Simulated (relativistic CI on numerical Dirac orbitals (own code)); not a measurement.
## Hyperfine structure of Au LV, mass number 197

Method of calculation: Dirac-Coulomb-Breit CI, separate exchange-only KLI orbitals for each configuration, a model potential for QED, unscaled Slater integrals (own radial code, finite nucleus).

CI space (outside the closed core [Ne]): 3s2 3p6 3d7, 3s2 3p5 3d8, 3s2 3p4 3d9, 3s 3p6 3d8, 3p6 3d9, 3s 3p5 3d9, 3s2 3p6 3d6 4s, 3s2 3p6 3d6 4p, 3s2 3p4 3d8 4s, 3s2 3p6 3d6 4d, 3s2 3p4 3d8 4p, 3s2 3p5 3d7 4s, 3s2 3p6 3d6 4f, 3s2 3p5 3d7 4p, 3s2 3p6 3d5 4s2, 3s 3p6 3d7 4s. Levels of other configurations are missing.

Nuclear spin I = 3/2, μ = 0.1452 μN, Q = 0.547 b (tables of Stone and Pyykkö). The electronic factors are computed for point nuclear moments, without core polarisation or the Bohr-Weisskopf and QED corrections.

```json
{"Level": "3s2 3p6 3d7 4F_9/2", "E (cm⁻¹)": "0", "A (MHz)": "4879", "B (MHz)": "5270"}
{"Level": "3s2 3p6 3d7 2D_5/2", "E (cm⁻¹)": "178121", "A (MHz)": "4913", "B (MHz)": "5370"}
{"Level": "3s2 3p6 3d7 4F_7/2", "E (cm⁻¹)": "732495", "A (MHz)": "5501", "B (MHz)": "14700"}
{"Level": "3s2 3p6 3d7 4P_5/2", "E (cm⁻¹)": "842084", "A (MHz)": "1922", "B (MHz)": "-41400"}
{"Level": "3s2 3p6 3d7 2P_1/2", "E (cm⁻¹)": "851072", "A (MHz)": "-2558", "B (MHz)": ""}
{"Level": "3s2 3p6 3d7 2H_11/2", "E (cm⁻¹)": "865775", "A (MHz)": "6948", "B (MHz)": "-92100"}
{"Level": "3s2 3p6 3d7 2F_7/2", "E (cm⁻¹)": "929953", "A (MHz)": "7473", "B (MHz)": "-14500"}
{"Level": "3s2 3p6 3d7 2F_5/2", "E (cm⁻¹)": "968082", "A (MHz)": "7642", "B (MHz)": "10200"}
```

Levels with J = 0, under 50 % of one LS term, or S terms without an open s electron are left out. Small factors come from cancelling terms and can be off by tens of per cent or more.

At this charge energies of transitions that change n are usually good to better than 1 %, and those within a shell (Δn = 0) to a few per cent.

(1) Give the hyperfine levels of 3s2 3p6 3d7 4F_9/2 relative to its centre of gravity.

Answers

(1) With K = F(F + 1) − I(I + 1) − J(J + 1), E = AK/2 + B[¾K(K + 1) − I(I + 1)J(J + 1)]/[2I(2I − 1)J(2J − 1)]: F = 3: -37830, F = 4: -21830, F = 5: 1464, F = 6: 34250 MHz.

LS names give the leading component of a level, which can be under half, so a name can repeat, a term be missing and a line seem to break the LS rules.
